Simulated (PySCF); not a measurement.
Compound: C6H10AsN.
Numbering: `[CH3:1][C:2]1([C@H:3]([AsH2:4])[C:5]#[N:6])[CH2:7][CH2:8]1` (hydrogens: H9, H10, H11 on C1; H12 on C3; H13, H14 on As4; H15, H16 on C7; H17, H18 on C8)

Structure used (PBE0-D3(BJ)/def2-SVP), in Å, numbered top down from 1:
```
atom  x, y, z in Å
C1    -1.311    0.476    1.024
C2    -0.475   -0.205   -0.033
C3     0.948    0.316   -0.181
As4    2.031   -0.027    1.490
C5     0.985    1.737   -0.478
N6     1.008    2.878   -0.684
C7    -1.154   -0.669   -1.292
C8    -0.672   -1.673   -0.286
H9    -2.320    0.041    1.059
H10   -1.411    1.552    0.813
H11   -0.863    0.368    2.025
H12    1.454   -0.212   -1.004
H13    3.363    0.275    0.812
H14    2.155   -1.519    1.192
H15   -2.229   -0.494   -1.381
H16   -0.609   -0.580   -2.236
H17   -1.412   -2.199    0.323
H18    0.205   -2.277   -0.541
```

Linear response at wB97X-D/def2-SVPD (PySCF, frozen core in the response, non-relativistic). Isolated species at its PBE0-D3(BJ)/def2-SVP geometry (one conformer only). The wB97X-D/def2-SVPD calculation is non-relativistic and has no spin–orbit coupling, an omission that weighs most on arsenic.

Static isotropic polarisability: 103.53 au (15.34 Å³), principal values 89.2, 109.7, 111.7 au.

Question: What is the polarisability at 1064 nm and at the sodium D line?

Answer: 104.47 au at 1064 nm (+0.9 %), 106.70 au at 589.3 nm (+3.1 %). The rise at 589.3 nm is 3.37 times that at 1064 nm; a pure ω² law gives 3.26. The lowest singlet lies at 195 nm, shorter than both wavelengths.

Question: What is the isotropic C6 coefficient between two such molecules, C6 = (3/π)∫α(iω)² dω?

Answer: 4202 au (Eh·bohr⁶) by a ten-point quadrature over imaginary frequencies, which is 2510 eV·Å⁶ or 242 J·nm⁶/mol.

Question: Which effective excitation energy ω̄ makes London's formula C6 = (3/4)α²ω̄ exact here?

Answer: ω̄ = 4·C6/(3α²) = 0.523 Eh = 14.2 eV. A one-pole form α(ω) = α/(1 − ω²/ω̄²) fitted to the 1064 nm value gives 12.3 eV.

Question: How many electrons N does the Slater–Kirkwood formula C6 = (3/4)·√N·α^(3/2) need to give this C6?

Answer: N = (4·C6/3)²/α³ = 28.3; the species has 86 electrons in all.

Question: How anisotropic is the static polarisability, by Δα² = ½[(α1 − α2)² + (α2 − α3)² + (α3 − α1)²]?

Answer: Δα = 21.6 au, or 0.21 of the isotropic value.

Question: What n − 1 at the D line would an ideal gas of it have at 273.15 K and 1 atm (2.6868 × 10¹⁹ cm⁻³), by n − 1 = 2π·N·α′?

Answer: 26.69 × 10⁻⁴, a formal value whether or not that pressure can be reached.

Note: wB97X-D ran without an empirical dispersion term, which enters the total energy and its gradient alone.
